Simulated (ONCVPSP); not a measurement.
**Pseudopotential generation for nitrogen (N): ONCV, LDA (Perdew-Zunger), non-relativistic.**

The input file (ONCVPSP 4.0.1):

```
# ATOM AND REFERENCE CONFIGURATION
# atsym  z   nc   nv     iexc    psfile
  N 7.00    1    2        3      upf
#
#   n    l    f
    1    0    2.00
    2    0    2.00
    2    1    3.00
#
# PSEUDOPOTENTIAL AND OPTIMIZATION
# lmax
    1
#
#   l,   rc,      ep,       ncon, nbas, qcut
    0    0.65    0.00    3    7   10.40
    1    1.90    0.00    4    7    7.80
#
# LOCAL POTENTIAL
# lloc, lpopt,  rc(5),   dvloc0
    0    5    0.65    0.00
#
# VANDERBILT-KLEINMAN-BYLANDER PROJECTORs
# l, nproj, debl
    0    0    3.70
    1    3    1.30
#
# MODEL CORE CHARGE
# icmod, fcfact, rcfact
    2    0.60    0.80
#
# LOG DERIVATIVE ANALYSIS
# epsh1, epsh2, depsh
   -2.00    5.00    0.02
#
# OUTPUT GRID
# rlmax, drl
    6.00    0.01
#
# TEST CONFIGURATIONS
# ncnf
    4
# nvcnf
#   n    l    f
    2
    2    0    2.00
    2    1    2.00
#
    2
    2    0    2.00
    2    1    1.00
#
    2
    2    0    2.00
    2    1    0.00
#
    2
    2    0    0.00
    2    1    5.00
#
```

Command:

```bash
oncvpspnr.x < N.dat > N.out
```

The program printed (shortened: citation, most of the input echo, consistency checks and plot data are left out):

```
ONCVPSP  (Optimized Norm-Conservinng Vanderbilt PSeudopotential)
scalar-relativistic version 4.0.1

#   n    l    f        energy (Ha)
    1    0    2.00    -1.4012021E+01
    2    0    2.00    -6.7611911E-01
    2    1    3.00    -2.6631133E-01

Reference configufation results
  iterations    22
  all-electron total energy (Ha)   -5.40224807D+01

Begin loop to  construct optimized pseudo wave functions
and semi-local pseudopoentials for all angular momenta

Calculating optimized projector #   1

 for l=   0

    Fraction of norm inside rc  0.087315
    Optimizing pswf for qcut=  10.41 a_B^-1,  ecut=  54.18 Ha
    Residual kinetic energy error=  1.45D-03 Ha

    Energy error per electron        Cutoff
         Ha          eV             Ha
         0.01000     0.27211       18.43
         0.00100     0.02721       65.49
         0.00010     0.00272      336.30
         0.00001     0.00027      772.04

   Wellstate for l =  1  n =  4
     eigenvalue =   1.0337
     asymptotic potential =   1.5337
     half-point radius =  5.1407

   Wellstate for l =  1  n =  4
     eigenvalue =   2.3337
     asymptotic potential =   2.8337
     half-point radius =  3.2763

Calculating optimized projector #   1

 for l=   1

    Fraction of norm inside rc  0.752655
    Optimizing pswf for qcut=   7.80 a_B^-1,  ecut=  30.39 Ha
    Residual kinetic energy error=  1.65D-07 Ha

    Energy error per electron        Cutoff
         Ha          eV             Ha
         0.01000     0.27211       14.64
         0.00100     0.02721       19.29
         0.00010     0.00272       23.03
         0.00001     0.00027       25.95

Calculating optimized projector #   2

 for l=   1

    Fraction of norm inside rc  0.110763
    Optimizing pswf for qcut=   7.80 a_B^-1,  ecut=  30.39 Ha
    Residual kinetic energy error=  1.29D-06 Ha

    Energy error per electron        Cutoff
         Ha          eV             Ha
         0.01000     0.27211       14.53
         0.00100     0.02721       20.01
         0.00010     0.00272       24.39
         0.00001     0.00027       27.66

Calculating optimized projector #   3

 for l=   1

    Fraction of norm inside rc  0.242506
    Optimizing pswf for qcut=   7.80 a_B^-1,  ecut=  30.39 Ha
    Residual kinetic energy error=  2.09D-05 Ha

    Energy error per electron        Cutoff
         Ha          eV             Ha
         0.01000     0.27211       18.52
         0.00100     0.02721       23.71
         0.00010     0.00272       27.93
         0.00001     0.00027       31.89

Construct Vanderbilt / Kleinmman-Bylander projectors

B matrix Hermiticity error, ll=   1
   1   2    7.4105E-10
   1   3   -1.9414E-08
   2   3    4.4703E-09

  Orthonormal projector coefficients -7.6911E+00 -1.6010E+00 -6.1031E-01

Model core correction analysis
  based on d2Exc/dn_idn_j

d2excae - all-electron derivatives

   -4.972956D-02   -4.349960D-02
   -4.350154D-02   -4.170477D-02

d2excps - pseudofunction derivatives with no core correction

   -5.094883D-02   -4.678841D-02
   -4.678888D-02   -4.413257D-02

rms 2nd derivative error    2.692753E-03

amplitude prefactor, scale prefactor
   10.9772    1.1906

d2excps - pseudofunction derivatives with core correction

   -4.918182D-02   -4.521517D-02
   -4.521560D-02   -4.264395D-02

rms 2nd derivative error    1.328839E-03

Pseudoatom total energy   -9.572312

Diagnostic tests using Vanderbilt-Kleinman-Bylander pseudopotentials
  1 or more projectors used as specified by nproj input data

   l    rcore       rmatch      e in        delta e   norm test  slope test

   0   0.6518857   0.6716784  -0.6761191  -0.0000735   0.9999152   1.0000733

   1   1.9019978   1.9597466  -0.2663113  -0.0000001   0.9999999   0.9999997
   1   1.9019978   1.9597466   1.0336887   0.0000000   1.0000000   1.0000000
   1   1.9019978   1.9597466   2.3336887   0.0000001   1.0000000   1.0000000

 Testing for bound ghosts
   n   l    E NL Schr. Eq   E Basis Diag.   E Cutoff

   2   1       -0.266311       -0.264110     83.57

 Testing for highly-localized positive-energy ghosts
       l    <radius>/rc     E Basis Diag.   E Cutoff

Test configuration 0

   n   l     f        eae           eps        diff
   1   0  2.0000  -14.01202060
   2   0  2.0000   -0.67611911   -0.67619266   -7.35D-05
   2   1  3.0000   -0.26631133   -0.26631142   -8.33D-08

    Total energies and differences
      AE_ref= -5.40224807D+01  AE_tst= -5.40224807D+01  dif=  0.00D+00
      PS_ref= -9.57231210D+00  PS_tst= -9.57231210D+00  dif=  1.42D-14
      PSP excitation error= -1.42D-14

Test configuration 1

   n   l     f        eae           eps        diff
   1   0  2.0000  -14.63485185
   2   0  2.0000   -1.18413754   -1.18322428    9.13D-04
   2   1  2.0000   -0.76518577   -0.76093263    4.25D-03

    Total energies and differences
      AE_ref= -5.40224807D+01  AE_tst= -5.35176435D+01  dif=  5.05D-01
      PS_ref= -9.57231210D+00  PS_tst= -9.06899088D+00  dif=  5.03D-01
      PSP excitation error=  1.52D-03

Test configuration 2

   n   l     f        eae           eps        diff
   1   0  2.0000  -15.44918953
   2   0  2.0000   -1.79552505   -1.78789418    7.63D-03
   2   1  1.0000   -1.38246983   -1.36308651    1.94D-02

    Total energies and differences
      AE_ref= -5.40224807D+01  AE_tst= -5.24528336D+01  dif=  1.57D+00
      PS_ref= -9.57231210D+00  PS_tst= -8.01479156D+00  dif=  1.56D+00
      PSP excitation error=  1.21D-02

Test configuration 3

   n   l     f        eae           eps        diff
   1   0  2.0000  -16.43826032
   2   0  2.0000   -2.48968070   -2.46471798    2.50D-02

    Total energies and differences
      AE_ref= -5.40224807D+01  AE_tst= -5.07194737D+01  dif=  3.30D+00
      PS_ref= -9.57231210D+00  PS_tst= -6.31565181D+00  dif=  3.26D+00
      PSP excitation error=  4.63D-02

Test configuration 4

   n   l     f        eae           eps        diff
   1   0  2.0000  -14.06173040
   2   1  5.0000   -0.29418965   -0.29643655   -2.25D-03

    Total energies and differences
      AE_ref= -5.40224807D+01  AE_tst= -5.31995696D+01  dif=  8.23D-01
      PS_ref= -9.57231210D+00  PS_tst= -8.75070298D+00  dif=  8.22D-01
      PSP excitation error=  1.30D-03
```

oncvpspnr.x prints “scalar-relativistic version” in its banner although the run is non-relativistic.

The run took about 2.2 s on one core of a shared server CPU.
